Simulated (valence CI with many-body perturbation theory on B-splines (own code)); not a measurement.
**Energy levels of Pt LXVI**

Level of theory: valence CI with perturbative core correlation (CI+MBPT): three valence electrons over a frozen Dirac-Fock core [Ne], a basis of 11 s, 11 p, 10 d, 8 f, 5 g, 2 h functions for each j, with the one-electron correlation potential Σ1 (screened to all orders), the two-electron term Σ2, the three-electron term Σ3, Breit, model QED; selected single and double excitations, second order for the rest, scaled by the run's own slope (own B-spline code, finite nucleus).

The last digits are not significant, and no measured levels were compared; by estimate large intervals hold to a few tenths of a per cent, small ones and those within an open d or f shell to about a per cent.

Levels 91 to 135 of 157, with energies above the lowest level, (3s^2 3p1/2) J=1/2. "Leading %" is the weight of the configuration and term that name the level; weights of strongly mixed levels are sums over their largest components and can fall short. In the jj column 3d3/2^4 stands for four electrons in 3d with j = 3/2. Lifetimes count E1, E2, E3, M1 and M2 decay at the calculated energies, and are blank where another channel may lead or the interval is too uncertain; long ones can be off by a factor of two.

```csv
No.,Configuration,Term,J,E (eV),Leading %,Second component,Lifetime,Leading jj
91,3p²3d,⁴P,1/2,2012.9,47,27 % 3p²3d ²P,115 fs,3p3/2^2 3d3/2 (98 %)
92,3p²3d,²F,7/2,2014.4,45,28 % 3p²3d ²G,126 fs,3p3/2^2 3d3/2 (99 %)
93,3p3d²,²P°,1/2,2015.6,72,20 % 3p3d² ⁴D°,1.12 ps,3p1/2 3d5/2^2 (98 %)
94,3p²3d,²D,3/2,2035.5,69,12 % 3p²3d ⁴D,123 fs,3p3/2^2 3d3/2 (98 %)
95,3p²3d,⁴F,9/2,2094.2,63,36 % 3p²3d ²G,181 fs,3p3/2^2 3d5/2 (100 %)
96,3p²3d,²F,7/2,2094.5,51,39 % 3p²3d ⁴D,172 fs,3p3/2^2 3d5/2 (99 %)
97,3p²3d,²P,1/2,2109.1,58,27 % 3p²3d ²S,157 fs,3p3/2^2 3d5/2 (98 %)
98,3p²3d,²D,5/2,2127.6,75,17 % 3p²3d ⁴D,170 fs,3p3/2^2 3d5/2 (100 %)
99,3p²3d,²P,3/2,2139.1,45,26 % 3p²3d ²D,151 fs,3p3/2^2 3d5/2 (97 %)
100,3p²3d,²D,5/2,2142.5,52,20 % 3p²3d ⁴P,154 fs,3p3/2^2 3d5/2 (97 %)
101,3p3d²,⁴F°,3/2,2225.8,30,26 % 3p3d² ⁴D°,124 fs,3p3/2 3d3/2^2 (99 %)
102,3p3d²,⁴F°,5/2,2233.5,36,20 % 3p3d² ²F°,130 fs,3p3/2 3d3/2^2 (97 %)
103,3p3d²,⁴D°,1/2,2234.8,72,24 % 3p3d² ²P°,123 fs,3p3/2 3d3/2^2 (99 %)
104,3p3d²,²G°,7/2,2234.9,34,26 % 3p3d² ²F°,135 fs,3p3/2 3d3/2^2 (97 %)
105,3p3d²,²P°,3/2,2262.4,32,20 % 3p3d² ⁴P°,125 fs,3p3/2 3d3/2^2 (95 %)
106,3p3d²,⁴G°,9/2,2312.3,57,21 % 3p3d² ²G°,199 fs,3p3/2 3d3/2 3d5/2 (100 %)
107,3p3d²,⁴F°,7/2,2318.2,32,22 % 3p3d² ⁴D°,187 fs,3p3/2 3d3/2 3d5/2 (100 %)
108,3p3d²,²H°,11/2,2329.4,62,38 % 3p3d² ⁴G°,225 fs,3p3/2 3d3/2 3d5/2 (96 %)
109,3p3d²,⁴P°,5/2,2331.2,48,37 % 3p3d² ⁴D°,182 fs,3p3/2 3d3/2 3d5/2 (99 %)
110,3p3d²,²S°,1/2,2332.4,43,28 % 3p3d² ⁴P°,171 fs,3p3/2 3d3/2 3d5/2 (99 %)
111,3p3d²,⁴D°,3/2,2333.0,46,33 % 3p3d² ²D°,171 fs,3p3/2 3d3/2 3d5/2 (98 %)
112,3p3d²,²F°,5/2,2333.5,46,41 % 3p3d² ⁴D°,177 fs,3p3/2 3d3/2 3d5/2 (99 %)
113,3p3d²,²G°,7/2,2338.9,38,26 % 3p3d² ⁴D°,191 fs,3p3/2 3d3/2 3d5/2 (99 %)
114,3p3d²,²G°,7/2,2351.7,39,22 % 3p3d² ⁴F°,178 fs,3p3/2 3d3/2 3d5/2 (95 %)
115,3p3d²,²D°,5/2,2354.5,54,14 % 3p3d² ⁴D°,170 fs,3p3/2 3d3/2 3d5/2 (96 %)
116,3p3d²,²P°,3/2,2357.9,39,19 % 3p3d² ⁴S°,165 fs,3p3/2 3d3/2 3d5/2 (97 %)
117,3p3d²,²G°,9/2,2358.6,74,18 % 3p3d² ²H°,188 fs,3p3/2 3d3/2 3d5/2 (99 %)
118,3p3d²,²D°,3/2,2368.3,54,14 % 3p3d² ⁴S°,169 fs,3p3/2 3d3/2 3d5/2 (97 %)
119,3p3d²,²F°,5/2,2373.7,67,19 % 3p3d² ²D°,174 fs,3p3/2 3d3/2 3d5/2 (98 %)
120,3p3d²,²P°,1/2,2379.1,77,9 % 3p3d² ⁴D°,166 fs,3p3/2 3d3/2 3d5/2 (96 %)
121,3p3d²,⁴G°,11/2,2416.7,62,38 % 3p3d² ²H°,368 fs,3p3/2 3d5/2^2 (96 %)
122,3p3d²,²D°,5/2,2428.9,47,22 % 3p3d² ⁴P°,305 fs,3p3/2 3d5/2^2 (97 %)
123,3p3d²,²F°,7/2,2430.9,50,35 % 3p3d² ⁴D°,328 fs,3p3/2 3d5/2^2 (98 %)
124,3p3d²,⁴F°,9/2,2434.1,53,42 % 3p3d² ²G°,303 fs,3p3/2 3d5/2^2 (99 %)
125,3p3d²,²P°,1/2,2451.3,69,19 % 3p3d² ²S°,271 fs,3p3/2 3d5/2^2 (97 %)
126,3p3d²,²F°,7/2,2467.3,54,18 % 3p3d² ⁴D°,265 fs,3p3/2 3d5/2^2 (97 %)
127,3d³,⁴F,3/2,2468.4,43,40 % 3d³ ²D,131 fs,3d3/2^3 (99 %)
128,3p3d²,²P°,3/2,2470.3,70,9 % 3p3d² ²D°,296 fs,3p3/2 3d5/2^2 (99 %)
129,3p3d²,²D°,5/2,2470.7,61,16 % 3p3d² ²F°,263 fs,3p3/2 3d5/2^2 (99 %)
130,3p3d²,²P°,3/2,2487.0,52,20 % 3p3d² ²D°,248 fs,3p3/2 3d5/2^2 (96 %)
131,3d³,⁴F,5/2,2561.4,81,17 % 3d³ ²D,187 fs,3d3/2^2 3d5/2 (99 %)
132,3d³,⁴P,3/2,2569.3,38,33 % 3d³ ⁴F,180 fs,3d3/2^2 3d5/2 (99 %)
133,3d³,²H,9/2,2571.2,48,41 % 3d³ ²G,208 fs,3d3/2^2 3d5/2 (100 %)
134,3d³,²G,7/2,2572.7,50,29 % 3d³ ⁴F,197 fs,3d3/2^2 3d5/2 (98 %)
135,3d³,⁴P,1/2,2576.1,57,43 % 3d³ ²P,177 fs,3d3/2^2 3d5/2 (100 %)
```

Where two levels of one J and parity lie close, their mixing, g and order are uncertain.
